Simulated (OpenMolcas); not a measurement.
## Re4+ in octahedral coordination: ligands and hosts compared

```yaml
Program: OpenMolcas 26.06
Method: SS-CASPT2, IPEA 0.25 Eh, imaginary shift 0.1 Eh
Active_space: 3 electrons in 5 orbitals (5d)
Spin-orbit_coupling: state interaction with AMFI integrals over the reference wave functions
```

Distances were set from a Shannon-type radius of the metal (high-spin where two are listed, low-spin for CN, NH3 and NCH) plus a fixed donor radius (F 1.31, Cl 1.76, H2O 1.36, NH3 1.42 Å), in hosts weighted 0.65 to 0.35 with the host's distance in the model lattice. Anionic complexes are neutralised by point charges, and hosts are embedded clusters. Ligand basis ANO-RCC-VDZP. States (labels of the rotation group of each site). Energies in cm-1 above the lowest state or level, χT in cm3 K/mol; 10Dq and B are least-squares fits to the states below 45000 cm-1, weighted by degeneracy, with a free offset, and given where the rms deviation is under 5 % of |10Dq| (or 100 cm-1) and under 700 cm-1.

| Ligand or host | R (Å) | Metal basis | Outer charge (e at Å behind ligand) | Ground state | First state of that spin | 10Dq | B (rms of fit) | First gap with spin-orbit (degeneracies) | χT at 300 K | First state of another spin |
| --- | --- | --- | --- | --- | --- | --- | --- | --- | --- | --- |
| Cs2GeF6 | 1.892 | ANO-RCC-VTZP |  | 4A2 | 4T2 41490 |  |  | 9550 (4, 4) | 1.439 | 2T1 10310 |
| Cs2NaYCl6 | 2.47 | ANO-RCC-VTZP |  | 4A2 | 4T2 26520 |  |  | 8160 (4, 4) | 1.331 | 2E 8820 |
| H2O | 1.99 | ANO-RCC-VDZP |  | 4A2 | 4T2 39070 |  |  | 10430 (4, 4) | 1.438 | 2E 11270 |
| NH3 | 2.05 | ANO-RCC-VTZP |  | 2S+1 = 4 | 55920 |  |  | 10 (2, 2) | 1.602 | 2S+1 = 2: 11270 |
| Cl | 2.39 | ANO-RCC-VDZP | 0.33 at 3.2 | 4A2 | 4T2 27670 |  |  | 9100 (4, 4) | 1.388 | 2E 9890 |
| F | 1.94 | ANO-RCC-VDZP | 0.33 at 2.4 | 4A2 | 4T2 35640 |  |  | 10880 (4, 4) | 1.381 | 2E 11860 |
| Cs2ZrCl6 | 2.409 | ANO-RCC-VTZP |  | 4A2 | 4T2 29830 |  |  | 7750 (4, 4) | 1.390 | 2E 8390 |
| K2NaGaF6 | 1.939 | ANO-RCC-VTZP |  | 4A2 | 4T2 38380 | 38817 | 542 (208) | 9610 (4, 4) | 1.413 | 2T1 10410 |

The rows also differ in their metal basis and outer charges, so part of each step comes from that.

Roots that are degenerate in the reference are averaged as groups; the widest CASPT2 spread within a group is 990 cm-1 (the 3-fold group of multiplicity 2 near 101000 cm-1 above the lowest state of its run, K2NaGaF6). Shifts and gaps below about the spread of the groups concerned are not significant. Over all roots computed the reference weight is 0.71 to 0.72 in Cs2GeF6, 0.64 to 0.65 in Cs2NaYCl6, 0.68 to 0.70 in NH3, 0.64 to 0.66 in Cl, 0.70 to 0.72 in F, 0.64 to 0.66 in Cs2ZrCl6, 0.71 to 0.72 in K2NaGaF6; a low but even weight reflects the number of correlated electrons. Ligand-to-metal charge-transfer states are missing. With no ligand orbital active B as a rule stays too high, so bands that hang on it stand too high and its fall with covalency is understated. With one d shell and no ligand orbital active, 10Dq can be off by a tenth or more. The least metal-like active orbital is 75 % on the metal (Löwdin) and no ligand orbital is active, so the numbers are rough (holds for Cs2GeF6). The least metal-like active orbital is 71 % on the metal (Löwdin) and no ligand orbital is active, so the numbers are rough (holds for Cs2NaYCl6). The least metal-like active orbital is 74 % on the metal (Löwdin) and no ligand orbital is active, so the numbers are rough (holds for H2O). The least metal-like active orbital is 68 % on the metal (Löwdin) and no ligand orbital is active, so the numbers are rough (holds for NH3; Cl). The least metal-like active orbital is 76 % on the metal (Löwdin) and no ligand orbital is active, so the numbers are rough (holds for F; K2NaGaF6). The least metal-like active orbital is 69 % on the metal (Löwdin) and no ligand orbital is active, so the numbers are rough (holds for Cs2ZrCl6). No measured value stands beside these numbers; the geometry is a model, was not optimised and need not be the one that this ion takes.

A state without a sure symmetry label is named by its multiplicity alone.
